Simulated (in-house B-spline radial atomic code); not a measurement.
A fraction x of an electron is removed from 5p in I3+, starting from [Kr] 4d10 5s2 5p2 and keeping the highest spin. Level of theory: scalar-relativistic (X2C) PBE, spin-polarised, spherical fractional occupations, Fermi nucleus of rms radius 4.75 fm; calculated with a radial B-spline atomic code at the basis-set limit.

```json
{"x": "0", "E(x) - E(0) (eV)": "0.0000", "5p up level (eV)": "-35.148"}
{"x": "0.11", "E(x) - E(0) (eV)": "3.9262", "5p up level (eV)": "-36.238"}
{"x": "0.13", "E(x) - E(0) (eV)": "4.6529", "5p up level (eV)": "-36.436"}
{"x": "0.27", "E(x) - E(0) (eV)": "9.8516", "5p up level (eV)": "-37.831"}
{"x": "0.48", "E(x) - E(0) (eV)": "18.0167", "5p up level (eV)": "-39.935"}
{"x": "0.5", "E(x) - E(0) (eV)": "18.8174", "5p up level (eV)": "-40.136"}
{"x": "0.53", "E(x) - E(0) (eV)": "20.0261", "5p up level (eV)": "-40.438"}
{"x": "0.69", "E(x) - E(0) (eV)": "26.6253", "5p up level (eV)": "-42.053"}
{"x": "0.76", "E(x) - E(0) (eV)": "29.5938", "5p up level (eV)": "-42.762"}
{"x": "0.94", "E(x) - E(0) (eV)": "37.4553", "5p up level (eV)": "-44.590"}
{"x": "1", "E(x) - E(0) (eV)": "40.1491", "5p up level (eV)": "-45.202"}
```

The exact functional would give a straight line between the two integer points. Deviations E(x) - E(0) - x[E(1) - E(0)], in eV: -0.49 at x = 0.11, -0.566 at x = 0.13, -0.989 at x = 0.27, -1.255 at x = 0.48, -1.257 at x = 0.5, -1.253 at x = 0.53, -1.078 at x = 0.69, -0.92 at x = 0.76, -0.285 at x = 0.94.

The curve lies below the straight line by up to 1.257 eV (at x = 0.5): convex, the delocalisation error that favours fractional charges.

Problem. How well does Slater's transition state (minus the level at half occupation) give the ionisation energy?

Solution. It gives 40.136 eV against 40.149 eV from the two total energies; NIST lists 40.36 eV, ground level to ground level.
